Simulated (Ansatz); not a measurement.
Cost and result for the atomization energy of C2H7NOSi, SMILES `CN([SiH3])C=O` (12 atoms, 11 bonds).

```csv
atom,x (Å),y (Å),z (Å)
C1,0.267,-1.139,-0.848
N2,-0.094,-0.144,0.152
Si3,0.273,1.537,-0.146
C4,-0.710,-0.577,1.294
O5,-0.985,-1.723,1.550
H6,-0.045,-2.118,-0.486
H7,-0.233,-0.934,-1.798
H8,1.347,-1.148,-1.016
H9,-0.410,1.985,-1.387
H10,1.738,1.705,-0.328
H11,-0.205,2.304,1.028
H12,-0.941,0.253,1.986
```

The species carries charge 0 and has multiplicity 1. Geometry: relaxed with PBE0-D4/def2-TZVP. It is one conformer, not always the lowest. Program: Ansatz. All runs use 4 threads of an Arm Neoverse V2 on a shared host. Times are those of one run each, without the atoms' runs, and a repeat can differ threefold. Electronic energies, without spin–orbit coupling; frozen cores. CCSD(T)/CBS adds CCSD(T) − MP2 in def2-TZVPP to the MP2 limit, and its time is that of the two runs behind it. T1 = 0.015. HSE06 is the plane-wave form, built on full-range PBE exchange.

CCSD(T)/CBS is a level of theory with its own doubt, some kJ/mol a heavy atom from the limit and from the frozen cores, so smaller differences don't rank the functionals.

```csv
level,functions,wall time,atomization (kcal/mol),difference from CCSD(T)/CBS,per bond
LDA (SPW92)/def2-TZVPP,264,1.1 s,1239.1,161.9,14.7
revPBE-D4/def2-TZVPP,264,1.8 s,1076.3,-0.9,-0.1
BLYP-D4/def2-TZVPP,264,1.9 s,1083.6,6.4,0.6
HSE06-D4/def2-TZVPP,264,2.6 s,1079.6,2.4,0.2
r2SCAN-D4/def2-TZVPP (with forces),264,4 s,1079.2,2.0,0.2
r2SCANh-D4/def2-TZVPP,264,4 s,1071.2,-6.0,-0.5
CCSD(T)/def2-SVP,109,4.2 s,1018.7,-58.5,-5.3
B2PLYP/def2-TZVPP,264,4.5 s,1068.6,-8.6,-0.8
B97M-V/def2-TZVPP,264,8 s,1079.4,2.2,0.2
ωB97M-V/def2-TZVPP (with forces),264,9 s,1081.9,4.7,0.4
MP2/def2-QZVPP,508,19 s,1081.6,4.4,0.4
CCSD(T)/def2-TZVPP,264,2.3 min,1047.9,-29.3,-2.7
CCSD(T)/CBS(def2),–,2.6 min,1077.2,0.0,0.0
```

From r2SCAN to r2SCAN0 (25 % exact exchange), in def2-TZVPP and without D4, the atomization energy moves by −19.5 kcal/mol: exact exchange takes away binding that semilocal exchange gives to molecules. The D4 term adds +9.2 kcal/mol with B3LYP and +4.9 kcal/mol with PBE0; it sums over pairs of atoms, weighted by their polarisabilities, and B3LYP, whose exchange is more repulsive, gets the larger term. Leaving LDA and LC-ωPBE aside and taking each functional with its dispersion term where it has one, the values, not all of them listed here, spread over 56.0 kcal/mol, from BHLYP-D4 to PBE-D4. LDA lies +142.6 kcal/mol from PBE without D4, its usual overbinding.

B3LYP here is the variant with VWN-RPA as its local correlation; programs differ in this.
